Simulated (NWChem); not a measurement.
System: C₆H₄; SMILES C#C/C=C/C#C

Output (shortened):

```
             Northwest Computational Chemistry Package (NWChem) 7.3.0
             --------------------------------------------------------

 C2H symmetry detected

                             Geometry "geometry" -> ""
                             -------------------------

 Output coordinates in angstroms (scale by  1.889725989 to convert to a.u.)

  No.       Tag          Charge          X              Y              Z
 ---- ---------------- ---------- -------------- -------------- --------------
    1 C                    6.0000    -0.12420862     3.08333616     0.00000000
    2 C                    6.0000     0.12830474     1.88163887     0.00000000
    3 C                    6.0000     0.46109723     0.50609801     0.00000000
    4 C                    6.0000    -0.46109723    -0.50609801     0.00000000
    5 C                    6.0000    -0.12830474    -1.88163887     0.00000000
    6 C                    6.0000     0.12420862    -3.08333616     0.00000000
    7 H                    1.0000    -0.35592475     4.13917996     0.00000000
    8 H                    1.0000     1.53481198     0.24765933     0.00000000
    9 H                    1.0000    -1.53481198    -0.24765933     0.00000000
   10 H                    1.0000     0.35592475    -4.13917996     0.00000000

 Effective nuclear repulsion energy (a.u.)     160.2001287884

      Symmetry information
      --------------------

 Group name             C2h
 Group number             21
 Group order               4
 No. of unique centers     5

  pbe96 is a nonlocal functional; adding pw91lda local functional.

                                 NWChem DFT Module
                                 -----------------

 Summary of "ao basis" -> "ao basis" (spherical)
 ------------------------------------------------------------------------------
       Tag                 Description            Shells   Functions and Types
 ---------------- ------------------------------  ------  ---------------------
 C                          def2-svp                 6       14   3s2p1d
 H                          def2-svp                 3        5   2s1p

      Symmetry analysis of basis
      --------------------------

        ag         38
        au         14
        bg         14
        bu         38

            General Information
            -------------------
          SCF calculation type: DFT
          Wavefunction type:  closed shell.
          No. of atoms     :    10
          No. of electrons :    40
           Alpha electrons :    20
            Beta electrons :    20
          Charge           :     0
          Spin multiplicity:     1
          Use of symmetry is: on ; symmetry adaption is: on
          Maximum number of iterations: 150
          AO basis - number of functions:   104
                     number of shells:    48
          Convergence on energy requested:  1.00D-06
          Convergence on density requested:  1.00D-05
          Convergence on gradient requested:  5.00D-04

              XC Information
              --------------
                     Hartree-Fock (Exact) Exchange  1.000
                     LC-wPBE(h)Exchange Functional  1.000
            Perdew 1991 LDA Correlation Functional  1.000 local
           PerdewBurkeErnz. Correlation Functional  1.000 non-local

           Range-Separation Parameters
           ---------------------------
           Alpha           :  0.00
           Beta            :  1.00
           Gamma           :  0.40
           Short-Range HF  :     F

             Grid Information
             ----------------
          Grid used for XC integration:  medium
          Radial quadrature: Mura-Knowles
          Angular quadrature: Lebedev.
          Tag              B.-S. Rad. Rad. Pts. Rad. Cut. Ang. Pts.
          ---              ---------- --------- --------- ---------
          C                   0.70       49          15.0       434
          H                   0.35       45          15.0       434
          Grid pruning is: on
          Number of quadrature shells:   237
          Spatial weights used:  Erf1

      Superposition of Atomic Density Guess
      -------------------------------------

 Sum of atomic energies:        -227.74597922

      Non-variational initial energy
      ------------------------------

 Total energy =    -231.059292
 1-e energy   =    -621.020834
 2-e energy   =     229.761413
 HOMO         =      -0.261590
 LUMO         =      -0.069827

      Symmetry analysis of molecular orbitals - initial
      -------------------------------------------------

  Numbering of irreducible representations:

     1 ag          2 au          3 bg          4 bu

  Orbital symmetries:

     1 ag          2 bu          3 ag          4 bu          5 ag
     6 bu          7 ag          8 bu          9 ag         10 bu
    11 ag         12 bu         13 bu         14 ag         15 ag
    16 au         17 bg         18 bu         19 ag         20 au
    21 bg         22 ag         23 bu         24 au         25 bu
    26 ag         27 bu         28 bg         29 ag         30 bu

     ---------------------------------------------
      Total Density - Mulliken Population Analysis
     ---------------------------------------------

    Atom       Charge   Shell Charges
 -----------   ------   -------------------------------------------------------
    1 C    6     6.36   1.99  0.99  0.61  1.91  0.84  0.03
    2 C    6     5.84   1.99  0.97  0.26  1.92  0.66  0.04
    3 C    6     6.04   1.99  0.96  0.26  1.89  0.91  0.04
    4 C    6     6.04   1.99  0.96  0.26  1.89  0.91  0.04
    5 C    6     5.84   1.99  0.97  0.26  1.92  0.66  0.04
    6 C    6     6.36   1.99  0.99  0.61  1.91  0.84  0.03
    7 H    1     0.86   0.62  0.22  0.03
    8 H    1     0.89   0.66  0.21  0.02
    9 H    1     0.89   0.66  0.21  0.02
   10 H    1     0.86   0.62  0.22  0.03

   convergence    iter        energy       DeltaE   RMS-Dens  Diis-err
 ---------------- ----- ----------------- --------- --------- ---------
 d= 0,ls=0.0,diis     1   -230.4341449513 -3.91D+02  6.96D-03  4.99D-01
 d= 0,ls=0.0,diis     2   -230.4935244257 -5.94D-02  2.70D-03  4.38D-02
 d= 0,ls=0.0,diis     3   -230.4966668199 -3.14D-03  1.12D-03  2.70D-02
 d= 0,ls=0.0,diis     4   -230.5000456709 -3.38D-03  3.25D-04  2.17D-03
 d= 0,ls=0.0,diis     5   -230.5003204315 -2.75D-04  1.53D-04  1.21D-04
  Resetting Diis
 d= 0,ls=0.0,diis     6   -230.5003467393 -2.63D-05  3.56D-05  3.33D-06
 d= 0,ls=0.0,diis     7   -230.5003485925 -1.85D-06  9.68D-06  3.50D-07
 d= 0,ls=0.0,diis     8   -230.5003487659 -1.73D-07  3.70D-06  1.06D-07

         Total DFT energy =     -230.500348765880
      One electron energy =     -625.742908416201
           Coulomb energy =      268.586741217294
    Exchange-Corr. energy =      -33.544310355336
 Nuclear repulsion energy =      160.200128788363

 Numeric. integr. density =       39.999994600479

                  Occupations of the irreducible representations
                  ----------------------------------------------

                     irrep           alpha         beta
                     --------     --------     --------
                     ag                9.0          9.0
                     au                2.0          2.0
                     bg                1.0          1.0
                     bu                8.0          8.0

                       DFT Final Molecular Orbital Analysis
                       ------------------------------------

 Vector   18  Occ=2.000000D+00  E=-4.083609D-01  Symmetry=bu
              MO Center= -9.3D-16, -2.6D-14, -7.2D-17, r^2= 7.4D+00
   Bfn.  Coefficient  Atom+Function         Bfn.  Coefficient  Atom+Function
  ----- ------------  ---------------      ----- ------------  ---------------
    18      0.298387   2 C  px               60      0.298387   5 C  px
     4      0.296390   1 C  px               74      0.296390   6 C  px
     7      0.171748   1 C  px               21      0.170997   2 C  px
    63      0.170997   5 C  px               77      0.171748   6 C  px
    90     -0.083787   8 H  s                95      0.083787   9 H  s

 Vector   19  Occ=2.000000D+00  E=-3.990881D-01  Symmetry=ag
              MO Center=  1.7D-15,  2.7D-14, -1.1D-16, r^2= 7.2D+00
   Bfn.  Coefficient  Atom+Function         Bfn.  Coefficient  Atom+Function
  ----- ------------  ---------------      ----- ------------  ---------------
     4      0.296042   1 C  px               74     -0.296042   6 C  px
    18      0.269894   2 C  px               60     -0.269894   5 C  px
     7      0.173839   1 C  px               77     -0.173839   6 C  px
    21      0.158133   2 C  px               63     -0.158133   5 C  px
    32     -0.120420   3 C  px               46      0.120420   4 C  px

 Vector   20  Occ=2.000000D+00  E=-3.390544D-01  Symmetry=au
              MO Center= -1.1D-15, -5.2D-15,  1.8D-16, r^2= 6.0D+00
   Bfn.  Coefficient  Atom+Function         Bfn.  Coefficient  Atom+Function
  ----- ------------  ---------------      ----- ------------  ---------------
     6      0.287863   1 C  pz               76      0.287863   6 C  pz
    34     -0.280866   3 C  pz               48     -0.280866   4 C  pz
    37     -0.209255   3 C  pz               51     -0.209255   4 C  pz
    20      0.189418   2 C  pz               62      0.189418   5 C  pz
     9      0.187540   1 C  pz               79      0.187540   6 C  pz

 Vector   21  Occ=0.000000D+00  E= 8.980454D-03  Symmetry=bg
              MO Center=  9.4D-16,  2.4D-15, -5.3D-16, r^2= 5.4D+00
   Bfn.  Coefficient  Atom+Function         Bfn.  Coefficient  Atom+Function
  ----- ------------  ---------------      ----- ------------  ---------------
    37      0.381757   3 C  pz               51     -0.381757   4 C  pz
    34      0.331455   3 C  pz               48     -0.331455   4 C  pz
     9     -0.306419   1 C  pz               79      0.306419   6 C  pz
     6     -0.257259   1 C  pz               76      0.257259   6 C  pz
    23      0.147319   2 C  pz               65     -0.147319   5 C  pz

 Vector   22  Occ=0.000000D+00  E= 1.191527D-01  Symmetry=ag
              MO Center= -5.2D-14, -6.2D-13,  6.0D-17, r^2= 7.4D+00
   Bfn.  Coefficient  Atom+Function         Bfn.  Coefficient  Atom+Function
  ----- ------------  ---------------      ----- ------------  ---------------
    31      0.643829   3 C  s                45      0.643829   4 C  s
    91     -0.531239   8 H  s                96     -0.531239   9 H  s
     7     -0.433897   1 C  px               77      0.433897   6 C  px
    21      0.337536   2 C  px               63     -0.337536   5 C  px
    22      0.296015   2 C  py               64     -0.296015   5 C  py

 Vector   23  Occ=0.000000D+00  E= 1.226846D-01  Symmetry=bu
              MO Center=  5.5D-14,  6.3D-13,  1.4D-16, r^2= 7.8D+00
   Bfn.  Coefficient  Atom+Function         Bfn.  Coefficient  Atom+Function
  ----- ------------  ---------------      ----- ------------  ---------------
     7      0.452818   1 C  px               77      0.452818   6 C  px
    21     -0.422918   2 C  px               63     -0.422918   5 C  px
    91      0.361948   8 H  s                96     -0.361948   9 H  s
    18     -0.307093   2 C  px               60     -0.307093   5 C  px
     4      0.267005   1 C  px               74      0.267005   6 C  px

     ---------------------------------------------
      Total Density - Mulliken Population Analysis
     ---------------------------------------------

    Atom       Charge   Shell Charges
 -----------   ------   -------------------------------------------------------
    1 C    6     6.38   1.98  0.90  0.66  2.02  0.80  0.02
    2 C    6     5.71   1.99  0.90  0.22  2.05  0.53  0.03
    3 C    6     6.06   1.98  0.90  0.25  2.09  0.80  0.04
    4 C    6     6.06   1.98  0.90  0.25  2.09  0.80  0.04
    5 C    6     5.71   1.99  0.90  0.22  2.05  0.53  0.03
    6 C    6     6.38   1.98  0.90  0.66  2.02  0.80  0.02
    7 H    1     0.94   0.72  0.19  0.03
    8 H    1     0.91   0.73  0.17  0.02
    9 H    1     0.91   0.73  0.17  0.02
   10 H    1     0.94   0.72  0.19  0.03

     -------------------------------------------
      Total Density - Lowdin Population Analysis
     -------------------------------------------

    Atom       Charge   Shell Charges
 -----------   ------   -------------------------------------------------------
    1 C    6     6.06   1.97  0.62  0.36  1.82  1.23  0.05
    2 C    6     6.03   1.97  0.62  0.31  1.86  1.19  0.08
    3 C    6     6.02   1.96  0.59  0.30  1.90  1.18  0.09
    4 C    6     6.02   1.96  0.59  0.30  1.90  1.18  0.09
    5 C    6     6.03   1.97  0.62  0.31  1.86  1.19  0.08
    6 C    6     6.06   1.97  0.62  0.36  1.82  1.23  0.05
    7 H    1     0.95   0.60  0.27  0.08
    8 H    1     0.94   0.62  0.25  0.07
    9 H    1     0.94   0.62  0.25  0.07
   10 H    1     0.95   0.60  0.27  0.08

     Multipole analysis of the density
     ---------------------------------

     L   x y z        total         alpha         beta         nuclear
     -   - - -        -----         -----         ----         -------
     0   0 0 0     -0.000000    -20.000000    -20.000000     40.000000

     1   1 0 0     -0.000000     -0.000000     -0.000000      0.000000
     1   0 1 0      0.000000      0.000000      0.000000      0.000000
     1   0 0 1     -0.000000     -0.000000     -0.000000      0.000000

     2   2 0 0    -24.929492    -26.568070    -26.568070     28.206648
     2   1 1 0     -1.634633      1.119222      1.119222     -3.873078
     2   1 0 1      0.000000      0.000000      0.000000      0.000000
     2   0 2 0    -17.652516   -355.277052   -355.277052    692.901588
     2   0 1 1      0.000000      0.000000      0.000000      0.000000
     2   0 0 2    -27.948145    -13.974073    -13.974073      0.000000
```

Level: LC-wPBE (HJS exchange hole, range parameter 0.4 per bohr)/def2-SVP. All runs use the structure optimised with PBE-D3(BJ)/def2-SVP.

Task: Write an input that gives this output.

Result: This is not unique; one that fits is the input that was run:
```
start job
memory heap 200 mb stack 900 mb global 1100 mb
geometry units angstroms noautoz
  C     -0.128411     3.083164     0.000000
  C      0.125740     1.881812     0.000000
  C      0.460407     0.506726     0.000000
  C     -0.460407    -0.506726     0.000000
  C     -0.125740    -1.881812     0.000000
  C      0.128411    -3.083164     0.000000
  H     -0.361566     4.138691     0.000000
  H      1.534473     0.249751     0.000000
  H     -1.534473    -0.249751     0.000000
  H      0.361566    -4.138691     0.000000
end
basis spherical
  C library def2-svp
  H library def2-svp
end
dft
  xc xwpbe 1.00 cpbe96 1.0 hfexch 1.00
  cam 0.4 cam_alpha 0.0 cam_beta 1.0
  iterations 150
  mulliken
end
task dft energy
```
